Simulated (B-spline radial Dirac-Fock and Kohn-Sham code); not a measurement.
## Dipole and non-dipole photoemission parameters of Pd²⁺ 3d3/2

System: the Pd²⁺ ion in the configuration 1s2 2s2 2p6 3s2 3p6 3d10 4s2 4p6 4d8; threshold 375.8 eV (orbital energy of the model). The computed values come from a radial finite-basis atomic code: Dirac-Hartree-Slater photoionisation with a Latter tail; cross sections with all multipoles, angular parameters from the dipole term and its interference with E2.

The run's input, task.json:

```json
{"items": [{
  "Z": 46,
  "q": 2,
  "cfg": [[1, 0, 2], [2, 0, 2], [2, 1, 6], [3, 0, 2], [3, 1, 6], [3, 2, 10], [4, 0, 2], [4, 1, 6], [4, 2, 8]],
  "A": 106,
  "rrms": 4.5318,
  "do": "xps",
  "hv": [70.3, 75.4, 78.0, 80, 105.0, 115.0, 127.0, 152.0, 196.0, 258.0, 300, 347.0, 400.0, 446.0, 487.0, 711.0, 800, 962.0, 1000, 1253.6, 1350.0, 1486.9, 1500.0, 1510.0, 2984.4, 5414.7, 7360.0, 8950.0, 9890.0]
}]}
```

Launch: `python xray2_run.py task.json out`

For linearly polarised light dσ/dΩ = σ/(4π) [1 + β P₂(cos θ) + (δ + γ cos²θ) sin θ cos φ], with θ from the polarisation vector and φ the angle between the beam and the projection of the electron momentum on the plane normal to the polarisation.

```
hν (eV)  σ (kb)      β       γ       δ
    400    1480  0.614   0.005  -0.001
    446    1500  0.340  -0.031   0.002
    487    1350  0.464  -0.047   0.006
    711     638  0.964  -0.028   0.025
    800     483  1.055   0.002   0.030
    962     302  1.154   0.066   0.038
   1000     272  1.169   0.082   0.040
 1253.6     146  1.224   0.191   0.050
   1350     118  1.233   0.231   0.054
 1486.9    89.5  1.238   0.287   0.058
   1500    87.2  1.238   0.292   0.059
   1510       ?      ?       ?       ?
 2984.4    9.97  1.118   0.746   0.109
 5414.7    1.24  0.904   1.147   0.196
   7360   0.399  0.782   1.333   0.264
   8950   0.189  0.705   1.437   0.317
   9890   0.128  0.666   1.485   0.348
```

**Question.** Give the values at 1510 eV.

**Answer.** σ = 85.5 kb, β = 1.238, γ = 0.296, δ = 0.059.
